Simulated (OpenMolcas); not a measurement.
## Co4+, Rh4+, Ir4+: d5 down the group

* Program: OpenMolcas
* Method: SS-CASPT2, IPEA 0.25 Eh, imaginary shift 0.1 Eh
* Basis: ANO-RCC-VTZP
* Scalar Hamiltonian: DKH2, point nucleus
* Spin-orbit coupling: state interaction with AMFI integrals over the reference wave functions, term energies averaged over their components

Active space for each ion: 5 electrons in 10 orbitals (d d); closed shells correlated by CASPT2: Co4+ 3s 3p; Rh4+ 4s 4p; Ir4+ 5s 5p.

Computed levels in cm-1 above 6S 5/2:

```tsv
Level	Co4+	Rh4+	Ir4+
4G 7/2	39220	26910	23500
4G 9/2	39270	27160	25970
4G 11/2	39280	27100	25060
4P 1/2	43510	30660	27520
4D 7/2	46920	32030	30940
4D 1/2	47030	33180	35230
2I 11/2	57380	39400	36670
2I 13/2	57540	40180	40440
2F 7/2(1)	63340	45950	51490
weight of 6S in the lowest level (%)	100	99	85
```

Mixed levels, with the weight of the term that names them: Rh4+ 4P 1/2 (69 %), Rh4+ 4D 1/2 (70 %), Rh4+ 2F 7/2(1) (66 %), Ir4+ 4G 7/2 (64 %), Ir4+ 4P 1/2 (60 %), Ir4+ 4D 7/2 (65 %), Ir4+ 4D 1/2 (65 %), Ir4+ 2I 11/2 (73 %), Ir4+ 2F 7/2(1) (63 %).

Measured, with the error of the calculation in %. Measured levels: Co4+ from Sugar and Corliss, J. Phys. Chem. Ref. Data 10, 1097 (1981).

```csv
Level,Co4+
4G 11/2,37218 (+5.5)
4P 1/2,41024 (+6.1)
4D 7/2,44709 (+4.9)
4D 1/2,44908 (+4.7)
2F 7/2(1),59455 (+6.5)
```

Without spin-orbit coupling 4G lies 39250, 27020, 24530 cm-1 above 6S in that order; the difference to the level 4G 7/2, of either sign, comes from spin-orbit coupling, which also lowers the zero.

CASPT2 does not keep the components of a term degenerate, so their means are used; among the terms shown or strongly mixed into the levels shown the widest spread is 230 cm-1 (4d5 4F, Rh4+). Active for correlation alone: 4d; no level in the range computed is led by a configuration that fills it, so any true level of that kind is missing (holds for Co4+). Active for correlation alone: 5d; no level in the range computed is led by a configuration that fills it, so any true level of that kind is missing (holds for Rh4+). Active for correlation alone: 6d; no level in the range computed is led by a configuration that fills it, so any true level of that kind is missing (holds for Ir4+). Computed and measured levels are paired by configuration, term and J; levels that our copy of the source lacks, or whose pairing is in doubt (as where it misses far off the trend of its configuration), stay unpaired and out of the deviations. Levels of configurations outside the active space are missing.

A number in round brackets counts repeated terms of one configuration in the order of the reference energies.
